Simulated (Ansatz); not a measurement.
Born–Oppenheimer molecular dynamics of BrCl4HTi (7 atoms, charge 0, multiplicity 1). It starts at the highest image of a converged band. Of that band: A vibrational analysis at the climbing image gives one clearly imaginary mode, 80i cm⁻¹, and a faint second one (17i cm⁻¹) that may be numerical noise or a soft torsion: probably a first-order saddle point.

All numbers below come from RKS PBE/def2-SVP (Ansatz).

```yaml
ensemble: NVE (velocity Verlet)
time_step: 0.5 fs
steps_asked: 200
starting_velocities_drawn_for: 300 K
seed: 4487
```

Frames 5 fs apart, positions in Å.

Velocities at 0 fs (Å/ps):

```
Ti -2.25 -0.36 0.08
Cl -2.79 1.71 -1.22
Cl -1.01 -1.19 -1.81
Cl 2.16 2.83 1.11
Cl 0.89 -1.01 0.83
Br 1.98 -0.99 0.01
H -23.37 13.14 33.93
```

```xyz
7
Properties=species:S:1:pos:R:3 time_fs=0 energy_less_start_eV=0.000 T=300
Ti -0.381 0.000 -0.013
Cl 0.133 0.000 2.483
Cl 1.814 0.000 -0.165
Cl -0.863 1.761 -1.188
Cl -0.863 -1.761 -1.188
Br -2.723 0.000 1.206
H -1.343 0.000 2.355
7
Properties=species:S:1:pos:R:3 time_fs=5 energy_less_start_eV=0.062 T=204
Ti -0.392 -0.002 -0.013
Cl 0.118 0.009 2.477
Cl 1.809 -0.006 -0.174
Cl -0.852 1.775 -1.183
Cl -0.858 -1.766 -1.184
Br -2.713 -0.005 1.206
H -1.429 0.062 2.505
7
Properties=species:S:1:pos:R:3 time_fs=10 energy_less_start_eV=0.062 T=204
Ti -0.402 -0.003 -0.012
Cl 0.100 0.018 2.472
Cl 1.804 -0.012 -0.183
Cl -0.841 1.788 -1.177
Cl -0.854 -1.771 -1.181
Br -2.703 -0.010 1.207
H -1.388 0.102 2.544
7
Properties=species:S:1:pos:R:3 time_fs=15 energy_less_start_eV=0.082 T=174
Ti -0.413 -0.004 -0.012
Cl 0.082 0.028 2.469
Cl 1.797 -0.018 -0.190
Cl -0.831 1.801 -1.171
Cl -0.851 -1.777 -1.177
Br -2.694 -0.014 1.208
H -1.256 0.110 2.482
7
Properties=species:S:1:pos:R:3 time_fs=20 energy_less_start_eV=0.058 T=210
Ti -0.423 -0.003 -0.013
Cl 0.074 0.037 2.469
Cl 1.790 -0.024 -0.196
Cl -0.821 1.813 -1.165
Cl -0.848 -1.782 -1.174
Br -2.686 -0.019 1.208
H -1.321 0.112 2.422
7
Properties=species:S:1:pos:R:3 time_fs=25 energy_less_start_eV=0.104 T=139
Ti -0.433 -0.001 -0.016
Cl 0.073 0.048 2.471
Cl 1.782 -0.030 -0.201
Cl -0.811 1.823 -1.158
Cl -0.845 -1.789 -1.172
Br -2.679 -0.023 1.208
H -1.491 0.103 2.382
7
Properties=species:S:1:pos:R:3 time_fs=30 energy_less_start_eV=0.146 T=75
Ti -0.437 0.001 -0.019
Cl 0.073 0.058 2.473
Cl 1.772 -0.036 -0.205
Cl -0.802 1.832 -1.150
Cl -0.844 -1.795 -1.171
Br -2.676 -0.028 1.207
H -1.543 0.076 2.359
7
Properties=species:S:1:pos:R:3 time_fs=35 energy_less_start_eV=0.084 T=171
Ti -0.436 0.005 -0.022
Cl 0.074 0.069 2.475
Cl 1.761 -0.042 -0.207
Cl -0.794 1.840 -1.143
Cl -0.845 -1.802 -1.170
Br -2.677 -0.032 1.205
H -1.440 0.043 2.375
7
Properties=species:S:1:pos:R:3 time_fs=40 energy_less_start_eV=0.102 T=143
Ti -0.431 0.008 -0.025
Cl 0.077 0.080 2.477
Cl 1.750 -0.048 -0.209
Cl -0.787 1.847 -1.135
Cl -0.846 -1.808 -1.169
Br -2.680 -0.037 1.202
H -1.264 0.011 2.424
7
Properties=species:S:1:pos:R:3 time_fs=45 energy_less_start_eV=0.063 T=202
Ti -0.427 0.011 -0.030
Cl 0.090 0.092 2.481
Cl 1.740 -0.054 -0.209
Cl -0.781 1.854 -1.128
Cl -0.848 -1.812 -1.169
Br -2.686 -0.041 1.199
H -1.292 -0.024 2.508
7
Properties=species:S:1:pos:R:3 time_fs=50 energy_less_start_eV=0.125 T=107
Ti -0.425 0.013 -0.035
Cl 0.110 0.103 2.487
Cl 1.734 -0.060 -0.208
Cl -0.776 1.860 -1.122
Cl -0.851 -1.816 -1.169
Br -2.693 -0.046 1.195
H -1.398 -0.046 2.566
7
Properties=species:S:1:pos:R:3 time_fs=55 energy_less_start_eV=0.070 T=191
Ti -0.425 0.014 -0.040
Cl 0.126 0.114 2.494
Cl 1.732 -0.066 -0.206
Cl -0.773 1.865 -1.116
Cl -0.855 -1.817 -1.169
Br -2.700 -0.051 1.192
H -1.341 -0.025 2.506
```

Of the whole run (100 fs, mean temperature of the second half 158 K): The conserved energy stayed within 0.076 meV per atom of its start (net change 0.021 meV per atom), so the integration is sound. A run of 0.1 ps of so small a system gives no equilibrium averages. The orbitals stay closed-shell, which can raise the energy where a bond breaks towards radicals; this wasn't checked here.

The run took 6.5 min on 4 threads of Arm Neoverse V2 (shared host), peak memory 0.27 GiB.
